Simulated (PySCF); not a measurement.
Sn(OMe)3(NH2), SMILES C[O][Sn]([NH2])([O]C)[O]C (C3H11NO3Sn), GFN2-xTB optimised geometry. Atoms within 1.6 Å of the plane z = 0.0 Å (x, y, z in Å): Sn3 (-1.17, -1.00, 0.00), N4 (-1.98, 0.86, 0.00), O5 (0.83, -1.00, 0.00), C6 (1.60, -0.19, -0.85), H11 (-2.06, -3.84, -1.53), H12 (-2.64, 0.93, -0.77), H13 (-2.51, 1.00, 0.85), H15 (2.64, -0.39, -0.58), H16 (1.39, 0.87, -0.71).

Level of theory: CAM-B3LYP/def2-SVP, def2 effective core potentials past Kr (PySCF). The core electrons that the potentials of Sn replace are not part of the density. Cells within 0.4 Å of a nucleus heavier than hydrogen are left out (blank, or x).

Map of the Laplacian of the electron density (e/bohr⁵), clipped to [-1.50, 1.50] on the plane z = 0.0 Å:

```
|4444444444444444444444444444444|
|4444444444444444444444444444444|
|4444444444444444444444444444444|
|4444444444444444444444444444444|
|4444444444444444444444444444444|
|4444444444444444444444444444444|
|4444444444444444444444444444444|
|4444444444444444444444444444444|
|4444444444444444444444444444444|
|4444444444444444444444444444444|
|4444444444444444444444444444444|
|4444444551344444444444444444444|
|44444444xxx44444444444444444444|
|444444440xx44444444444444444444|
|4444444442344444444444444444444|
|4444444444455444455444444444444|
|4444444445999954555554444444444|
|44444444489xx9854xx554444444444|
|44444444496xx9953xx554444444444|
|44444444489xx9855xx554444444444|
|4444444445999954555544444444444|
|4444444444455444444444444444444|
|4444444444444444444444444444444|
|4444444444444444444444444444444|
|4444444444444444444444444444444|
|4444444444444444444444444444444|
|4444444444444444444444444444444|
|4444444444444444444444444444444|
|4444444444444444444444444444444|
|4444444444444444444444444444444|
|4444444444444444444444444444444|
```
Scale: ten equal steps from -1.02 (start of '0') to 1.50 (end of '9'), in the order '0123456789'; x runs from -5.00 to 5.00, y from -5.00 (bottom) to 5.00 (top).
